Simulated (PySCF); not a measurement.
# Does the structure fit the spectrum?

A compound C6H12O3 gives the data below (simulated from a calculation) and was assigned the structure `CC(C)OC(=O)[C@H](C)O`.

¹³C{¹H} NMR (computed): δ 162.1 (C), 71.7 (CH), 65.6 (CH2), 24.4 (CH3, 2C), 16.6 (CH3).

¹H NMR (300 MHz, computed): δ 5.43 (sept, 1H), 4.37 (q, 2H), 1.27 (t, 3H), 1.27 (d, 6H).

PySCF 2.14 calculation with PBE0/pcSseg-1 with gauge-including orbitals and GFN2-xTB geometry; equivalent nuclei averaged, isolated molecule, one conformer, no relativistic terms.

Chemical shifts δ = σref − σ; TMS for ¹H, ¹³C, all at this level.

(1) Compare with the shifts computed for the proposed structure, pairing carbons in order of shift.

(2) Which isomer fits?

Results:

(1) Atom-mapped SMILES (the numbers label the heavy atoms): `[CH3:1][CH:2]([CH3:3])[O:4][C:5](=[O:6])[C@H:7]([CH3:8])[OH:9]` (H(Xn): hydrogen on atom n).

```csv
atom,computed for proposal,given list,difference
C5,185.2,162.1,+23.1
C2,71.3,71.7,-0.4
C7,70.7,65.6,+5.1
C8,25.7,24.4,+1.3
C1,23.8,24.4,-0.6
C3,23.1,16.6,+6.5
```

The rms difference is 10.0 ppm and the largest +23.1 ppm at C5 (ester carbonyl carbon). The proposal also would give 6 carbon signals, not 5. The carbon types in order of shift don't match either: C, CH, CH, CH3, CH3, CH3 for the proposal against C, CH, CH2, CH3, CH3, CH3 in the data. The proposal doesn't fit.

(2) `CCOC(=O)OC(C)C`.

Carbon types of the structure: 1 × C, 1 × CH, 1 × CH2, 3 × CH3, which accounts for all hydrogens. δC 162.1: carbonate carbon; it is a carbonyl in resonance with an O or N lone pair, the region of acids, esters and amides. δC 71.7: sp3 CH bonded to O; deshielded by the electronegative neighbour. δC 65.6: sp3 CH2 bonded to O; the inductive effect lowers its shielding. δH 5.43: hydrogen on an sp3 CH bonded to O; its carbon carries O, an electronegative neighbour.

Other isomers checked: CCOC(=O)CCOC (rms 16.3 ppm).

The data come from this structure; uniqueness wasn't tested.

Shifts are as computed. Against solution values, carbons near 30 ppm lie about +3 ppm off and those near 130 ppm about +5 ppm. Of 1211 compounds with measured shifts, 218 miss one by over three times the rms of a fit or turn the order of signals round; such compounds aren't used in these exercises. No couplings were computed; multiplicities are counted from neighbouring protons, with m where these are inequivalent, close in shift, in a saturated or five-membered ring or joined by F or P, and br s for small geminal =CH2 splittings.
